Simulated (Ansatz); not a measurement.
Isolated molecules relaxed with PBE0-D4/def2-TZVP in Ansatz; ΔE leaves out vibrations. CCSD(T)/CBS is the MP2 limit (def2-TZVPP, def2-QZVPP) plus CCSD(T) − MP2 in def2-TZVPP, frozen cores. This one scheme is used for every species. Functionals use def2-TZVPP. One conformer a species, not always the lowest.

Reaction (formal hydrolysis of a B–Cl bond): `[SiH3]B(Cl)Cl` + H₂O → `OB([SiH3])Cl` + HCl

`[SiH3]B(Cl)Cl`:

```xyz
7

Si    0.456   -0.283   -0.728
B    -0.584    0.370    0.875
Cl   -0.162   -0.212    2.466
Cl   -1.898    1.505    0.728
H     1.890    0.070   -0.547
H     0.343   -1.765   -0.802
H    -0.045    0.315   -1.992
```

H₂O:

```xyz
3

O     0.243    0.303   -0.027
H    -0.458    0.171    0.615
H     0.216   -0.474   -0.588
```

`OB([SiH3])Cl`:

Cartesian coordinates in Å:
```
O 0.139 1.818 0.323
B -0.341 0.690 -0.226
Si 0.413 -1.128 0.242
Cl -1.675 0.796 -1.397
H -0.303 2.620 0.019
H 1.514 -1.037 1.237
H 0.927 -1.778 -0.994
H -0.673 -1.982 0.795
```

HCl:

Z-matrix (Å, degrees):
```
Cl
H 1 1.279
```

| level | ΔE (kcal/mol) |
| --- | --- |
| revPBE-D4 | -11.2 |
| PBE0-D4 | -12.1 |
| BHLYP-D4 | -13.8 |
| PBE-QIDH | -12.3 |
| BLYP | -14.0 |
| RPA@PBE/def2-TZVPP | -13.1 |
| MP2/def2-TZVPP | -11.8 |
| SCS-MP2/def2-TZVPP | -12.7 |

Task: What does CCSD(T)/CBS give? (Best estimate.)

Result: Computed: -11.9 kcal/mol. The listed levels differ from it by 0.7, -0.2, -1.9, -0.4, -2.1, -1.2, 0.1, -0.8 kcal/mol.

Largest T1 diagnostic among the species: 0.013.

In def2-TZVPP, CCSD(T) changes the Hartree–Fock value by +2.4 kcal/mol (the triples alone add +0.5 kcal/mol) and MP2 by +3.6 kcal/mol. The D4 term adds +0.9 kcal/mol with B3LYP and +0.4 kcal/mol with PBE0; it sums over pairs of atoms, weighted by their polarisabilities, and B3LYP, whose exchange is more repulsive, gets the larger term.

B3LYP here is the variant with VWN-RPA as its local correlation; programs differ in this.
